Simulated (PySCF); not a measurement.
# Ba: excitation energy

Ba [Xe] 6s2 (1S) → Ba [Xe] 5d2 (3F), as a difference of total energies. Computed with PySCF 2.14 in def2-QZVPPD with the def2 core potential (46 electrons) (7s5p3d2f1g, 60 functions), with a scalar-relativistic core potential. Correlated levels: valence: 5s2 5p6 frozen; valence and next inner shell: nothing frozen outside the core potential. The calculations carry no spin-orbit coupling.

| method | excitation energy (eV) |
| --- | --- |
| UHF | 2.334 |
| LDA | 2.429 |
| PBE | 2.172 |
| PBE0 | 2.174 |
| r2SCAN | 1.888 |
| LC-wPBE | 2.248 |
| TPSSh | 2.115 |
| B97-3 | 2.595 |
| PBEsol | 2.190 |
| MP2 (valence) | 2.705 |
| SCS-MP2 (valence) | 2.862 |
| MP2 (valence and next inner shell) | 2.839 |
| SCS-MP2 (valence and next inner shell) | 2.937 |

Problem. How much does correlation contribute at MP2 (valence and next inner shell)?

Solution. 2.839 − (2.334) = 0.505 eV, measured against UHF.
